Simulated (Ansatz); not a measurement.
Stepwise reaction of `FB(S)S` with hydrogen chloride, as a gas-phase model of exchange steps in deposition or etching. ΔE in kJ/mol; ΔG adds harmonic PBE0-D4 terms to CCSD(T)/CBS, at 1 bar.

Gas-phase electronic energies from Ansatz, PBE0-D4/def2-TZVP geometries. CBS: MP2 limit from def2 TZ/QZ plus the TZ coupled-cluster correction, frozen cores. This one scheme is used for every species. Functionals use def2-TZVPP. B3LYP here is the variant with VWN-RPA as its local correlation; programs differ in this. One conformer a species, not always the lowest.

| step | reaction | PBE-D4 | B3LYP-D4 | ωB97M-V | CCSD(T)/CBS | ΔG(500 K) |
| --- | --- | --- | --- | --- | --- | --- |
| 1 | `FB(S)S` + HCl → `FB(S)Cl` + H₂S | -17.3 | -20.5 | -22.1 | -19.4 | -26.8 |
| 2 | `FB(S)Cl` + HCl → `FB(Cl)Cl` + H₂S | -8.3 | -11.4 | -13.3 | -10.6 | -14.4 |

By hand: ΔE of the 2 steps together at CCSD(T)/CBS.

(-19.4) + (-10.6) = -30.0 kJ/mol, or -15.0 kJ/mol a step.

In ΔE each step is higher than the one before. All are downhill at CCSD(T)/CBS. ΔG lies between -26.8 and -14.4 kJ/mol a step. PBE-D4 differs from CCSD(T)/CBS by 2.1 to 2.3 kJ/mol a step. Isolated molecules leave out the surface, adducts and barriers. Largest T1 diagnostic: 0.013.
